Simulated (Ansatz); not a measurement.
Geometry optimisation, Ansatz, RKS CAM-B3LYP/def2-SVP.

Input:

```yaml
crystal:
  periodic: [false, false, false]
  atoms:
    - { symbol: "N", position_ang: [-1.2956, -1.3401, 1.2876] }
    - { symbol: C, position_ang: [-0.0473, -1.3951, 0.6203] }
    - { symbol: O, position_ang: [-0.0811, -0.6325, -0.5867] }
    - { symbol: C, position_ang: [0.5613, 0.6604, -0.344] }
    - { symbol: Al, position_ang: [0.3178, 1.7145, -2.0263] }
    - { symbol: H, position_ang: [-1.99921, -0.76605, 0.66413] }
    - { symbol: H, position_ang: [-1.70019, -2.25955, 1.3973] }
    - { symbol: H, position_ang: [0.1721, -2.4364, 0.3382] }
    - { symbol: H, position_ang: [0.7764, -1.0948, 1.3736] }
    - { symbol: H, position_ang: [-0.0663, 1.1905, 0.4814] }
    - { symbol: H, position_ang: [1.5599, 0.5894, -0.0719] }
    - { symbol: H, position_ang: [1.6746, 2.0498, -2.7997] }
    - { symbol: H, position_ang: [-0.7976, 2.9384, -2.0259] }
basis:
  gaussian: { orbitals: def2-SVP }
hamiltonian:
  xc: cam_b3lyp
relax:
  f_tol: 0.015
  max_steps: 40
```

Launched with:

```bash
$ ansatz run input.yaml --threads 2 --pin off --max-ram 3072MiB --backend cpu --events-out ev --progress --plain --runs-dir out
```

Question: Where does it end, and by what steps?

Answer: The run converged. After 25 steps the energy has fallen by 1.535 eV; H7 moved furthest, 1.89 Å. Joined: O3–Al5.

```csv
step,energy less start (eV),largest force component (eV/Å),accepted
0,0.0000,4.797,yes
1,-0.7043,1.489,yes
2,-0.8034,0.232,yes
3,-0.8437,0.454,yes
4,-0.8797,0.507,yes
5,-0.9237,1.142,yes
6,-1.0413,0.999,yes
7,-1.1566,0.571,yes
8,-1.2371,0.941,yes
9,-1.3267,1.021,yes
10,-1.4352,0.897,yes
11,-1.4261,1.171,no
12,-1.4970,0.177,yes
13,-1.5076,0.115,yes
14,-1.5204,0.127,yes
15,-1.5213,0.162,yes
16,-1.5250,0.124,yes
17,-1.5241,0.112,no
18,-1.5291,0.044,yes
19,-1.5304,0.035,yes
20,-1.5328,0.087,yes
21,-1.5338,0.050,yes
22,-1.5343,0.048,yes
23,-1.5347,0.024,yes
24,-1.5345,0.042,no
25,-1.5348,0.005,yes
```

```xyz
13
Properties=species:S:1:pos:R:3
N -1.327 -1.199 0.718
C 0.019 -1.342 0.329
O 0.591 -0.239 -0.415
C 0.756 1.094 0.212
Al 0.153 1.188 -1.649
H -1.488 -0.480 1.416
H -1.970 -1.084 -0.061
H 0.136 -2.202 -0.344
H 0.659 -1.480 1.213
H 0.015 1.228 1.013
H 1.780 1.190 0.597
H 1.169 1.281 -2.856
H -1.418 1.263 -1.866
```

Whether the end is a true minimum wasn't checked by a vibrational analysis.

Run time: 71 s on 2 threads of AMD EPYC 7R13 Processor (Zen 3), on a shared host, peak memory 0.33 GiB.
